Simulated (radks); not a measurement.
Results of a calculation; reference values are marked as such.
Coulomb parameter of the 4f shell of the neodymium ion Nd3+ in the model configuration [Xe] 4f2 6s1, as a second difference U = [E(n + 0.5) + E(n - 0.5) - 2 E(n)] / (0.5)^2 with all orbitals relaxed. "Bare": the charge of the atom changes with n. "Screened": the 6s shell takes up the change at fixed total charge, which measures U(4f,4f) + U(6s,6s) - 2 U(4f,6s). Level of theory: scalar-relativistic Kohn-Sham, LDA (Slater exchange, Perdew-Wang correlation), spin-unpolarised, spherical densities, finite nucleus; Fermi nuclear charge, rms radius 4.9123 fm (a radial shooting solver on a logarithmic mesh with Libxc functionals).

case              configuration  E - E(n) (eV)
start              [Xe] 4f2 6s1          0.000
bare +0.5        [Xe] 4f2.5 6s1        -18.160
bare -0.5        [Xe] 4f1.5 6s1         22.981
screened +0.5  [Xe] 4f2.5 6s0.5         -7.530
screened -0.5  [Xe] 4f1.5 6s1.5          9.592

U(bare) = 19.285 eV, U(screened by 6s) = 8.247 eV, against the Slater integral F0(4f,4f) = 27.754 eV with frozen orbitals.
